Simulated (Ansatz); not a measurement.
Reaction (redistribution): `[NH2][Ti]([Cl])([Cl])[Cl]` + `[OH][Ge][SH]` → `[SH][Ti]([Cl])([Cl])[Cl]` + `[NH2][Ge][OH]`

Program: Ansatz. Geometries: PBE0-D4/def2-TZVP. ΔE: electronic, gas phase. CBS: MP2 limit from def2 TZ/QZ plus the TZ coupled-cluster correction, frozen cores. DFT in def2-TZVPP. B3LYP here is the variant with VWN-RPA as its local correlation; programs differ in this. HSE06 is defined as in plane-wave codes. For Ge, Ti outer-core shells are correlated without core-valence functions, which leaves a few kJ/mol of doubt a bond. Scalar relativity is left out up to krypton. One conformer a species, not always the lowest.

```tsv
level	ΔE (kJ/mol)	difference from CCSD(T)/CBS
r2SCAN-D4	21.6	1.4
B97M-V	20.2	0.0
B3LYP-D4	25.2	5.0
HSE06-D4	25.7	5.5
CAM-B3LYP-D4	26.0	5.8
revPBE	26.1	5.9
PBE0	26.5	6.3
HSE06	26.5	6.3
LC-ωPBE	27.7	7.5
RPA@PBE/def2-TZVPP	15.9	-4.3
MP2/def2-SVP	10.7	-9.5
CCSD/def2-SVP	29.6	9.4
CCSD(T)/def2-SVP	19.7	-0.5
HF/def2-TZVPP	36.1	15.9
CCSD(T)/def2-TZVPP	18.3	-1.9
MP2/CBS(def2)	8.3	-11.9
CCSD(T)/CBS	20.2	0
```

Largest T1 diagnostic among the species: 0.026, so the coupled-cluster value is less sure than usual.

In def2-TZVPP, CCSD(T) changes the Hartree–Fock value by −17.8 kJ/mol (the triples alone add −7.3 kJ/mol) and MP2 by −29.7 kJ/mol. From BLYP to BHLYP (50 % exact exchange), in def2-TZVPP and without D4, ΔE moves by +4.0 kJ/mol.
